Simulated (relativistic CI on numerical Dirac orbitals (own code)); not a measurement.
# From line strength to rate: Ar 1048.22 Å (vacuum)

Problem. For 3s2 3p6 1S_0 – 3s2 3p5 4s 1P°_1 of Ar a semi-empirical relativistic CI calculation gives the line strength S = 0.9008 e²a₀² in the length gauge. The measured levels are 0.00 and 95399.83 cm⁻¹ (NIST Handbook). Find gf, f, A and the partial lifetime.

Working.
1. σ = 95399.83 − 0.00 = 95399.83 cm⁻¹, so the vacuum wavelength is 10⁸/σ = 1048.22 Å.
2. gf = 303.756 S/λ(Å) = 0.261, log gf = -0.583; with g = 1 for the lower level, f = 0.261.
3. A = 2.02613 × 10¹⁸ S/(g_u λ³) with g_u = 3: A = 5.28 × 10^8 s⁻¹.
4. The partial lifetime for this S is 1/A = 1.89 ns; in the calculation this line carries 100 % of the decay of the upper level.

Check. The Handbook lists A = 5.32 × 10^8 s⁻¹, a tabulated value with its own uncertainty (a few per cent for the best lines, 25 % or more for others); ours lies 1 % below it. The velocity form of the same calculation gives S = 0.768, and the gap between the two forms is a rough gauge of the error in S. With the computed energy (95661 cm⁻¹) in place of the measured one the rate would change by the factor (σ_calc/σ)³ = 1.01.
